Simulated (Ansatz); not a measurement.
Ansatz results at the PBE0-D4/def2-TZVP geometry: HOMO–LUMO gap (PBE/def2-TZVPP) 5.89 eV; HOMO energy (PBE/def2-TZVPP) -6.01 eV; size of the dipole moment (ωB97M-V/def2-TZVPP) 3.10 D.

Each molecule was computed in one conformer, which needn't be the lowest.

(1) Which molecule gave them?
A. `Cl[Si](Cl)(Cl)Cl`
B. `F[Si](Cl)(Cl)[GeH3]`
C. `F[SiH](F)Br`
D. `CN[Si](F)(Cl)OC`

## Answers

(1) D. The others give `F[SiH](F)Br`: 7.29, -7.92, 1.14; `F[Si](Cl)(Cl)[GeH3]`: 6.23, -7.48, 1.66; `Cl[Si](Cl)(Cl)Cl`: 6.52, -8.10, 0.00.
